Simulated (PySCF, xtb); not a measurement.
1-methylsulfanylbut-2-yne (C5H8S), SMILES CC#CCSC.

xtb with GFN2-xTB at its own geometry gives an orbital gap of 4.08 eV and a dipole moment of 2.11 D.

Geometry optimised at B3LYP-D3(BJ)/def2-SVP. Other conformers were not sampled.

Q: What does PBE/def2-TZVP (PySCF) give? (Estimate from the structure and the level; the computed values follow.)

A: gap 4.65 eV (levels -5.10 and -0.46 eV), dipole 1.22 D.
